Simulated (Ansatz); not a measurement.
Geometry optimisation, RKS PBE/STO-3G (Ansatz).

input.yaml

```yaml
crystal:
  periodic: [false, false, false]
  atoms:
    - { symbol: C, position_ang: [-0.0765, -1.8862, -0.0252] }
    - { symbol: Si, position_ang: [0.5686, -0.1117, 0.017] }
    - { symbol: Si, position_ang: [1.4749, 0.3605, -1.9678] }
    - { symbol: C, position_ang: [-0.71, 1.1425, 0.3551] }
    - { symbol: F, position_ang: [-1.8013, 0.9603, -0.5771] }
    - { symbol: Al, position_ang: [-1.5006, 0.8955, 2.1995] }
    - { symbol: H, position_ang: [-0.8854, -1.8961, -0.8125] }
    - { symbol: H, position_ang: [-0.5228, -2.0821, 0.9427] }
    - { symbol: H, position_ang: [0.6909, -2.5403, -0.2366] }
    - { symbol: H, position_ang: [1.6006, -0.0216, 1.0911] }
    - { symbol: H, position_ang: [2.5697, -0.6091, -2.2058] }
    - { symbol: H, position_ang: [2.0839, 1.7271, -1.9013] }
    - { symbol: H, position_ang: [0.436, 0.2992, -3.0225] }
    - { symbol: H, position_ang: [-2.11922, 1.51348, 0.93182] }
    - { symbol: H, position_ang: [-1.4067, 2.0528, 3.2665] }
    - { symbol: H, position_ang: [-2.1473, -0.4828, 2.6328] }
basis:
  gaussian: { orbitals: STO-3G }
hamiltonian:
  xc: pbe
relax:
  f_tol: 0.02
  max_steps: 50
```

Launched with:

```bash
$ ansatz run input.yaml --threads 1 --pin off --max-ram 2048MiB --backend cpu --events-out ev --progress --plain --runs-dir out
```

Problem. Where does it end, and by what steps?

Solution. It converged. Limits of this set-up: minimal basis. After 44 steps the energy has fallen by 6.611 eV; H14 moved furthest, 1.81 Å. Parted: Al6–H16. Joined: C4–H16.

| step | energy less start (eV) | largest force component (eV/Å) | accepted |
| --- | --- | --- | --- |
| 0 | 0.0000 | 2.914 | yes |
| 2 | -2.6472 | 2.292 | yes |
| 4 | -4.0924 | 1.150 | yes |
| 6 | -4.6371 | 0.401 | yes |
| 8 | -4.7788 | 0.130 | yes |
| 10 | -4.8029 | 0.409 | yes |
| 12 | -4.8161 | 0.099 | yes |
| 14 | -4.8186 | 0.039 | yes |
| 16 | -4.8217 | 0.529 | yes |
| 18 | -4.8509 | 0.402 | yes |
| 20 | -4.9679 | 0.900 | yes |
| 22 | -5.2792 | 0.697 | yes |
| 24 | -5.8845 | 1.976 | yes |
| 26 | -6.2088 | 1.017 | yes |
| 28 | -6.3873 | 0.683 | yes |
| 30 | -6.5074 | 0.331 | yes |
| 32 | -6.5583 | 0.131 | yes |
| 34 | -6.5863 | 0.071 | yes |
| 36 | -6.5844 | 0.455 | no |
| 38 | -6.6041 | 0.051 | yes |
| 40 | -6.6090 | 0.130 | yes |
| 42 | -6.6107 | 0.055 | yes |
| 44 | -6.6111 | 0.010 | yes |

```xyz
16
Properties=species:S:1:pos:R:3
C 0.136 -2.323 -0.220
Si 0.265 -0.485 0.204
Si 1.223 0.675 -1.485
C -1.465 0.246 0.688
F -2.352 0.308 -0.436
Al -1.229 1.928 1.647
H -0.510 -2.489 -1.099
H -0.293 -2.894 0.621
H 1.126 -2.754 -0.446
H 1.115 -0.370 1.388
H 2.566 0.193 -1.776
H 1.335 2.085 -1.138
H 0.449 0.590 -2.715
H -1.613 3.245 1.006
H -0.616 1.874 3.031
H -1.882 -0.508 1.417
```

Whether the end is a true minimum wasn't checked by a vibrational analysis.

Run time: 3.8 min on 1 thread of Arm Neoverse V1, on a shared host, peak memory 0.16 GiB.
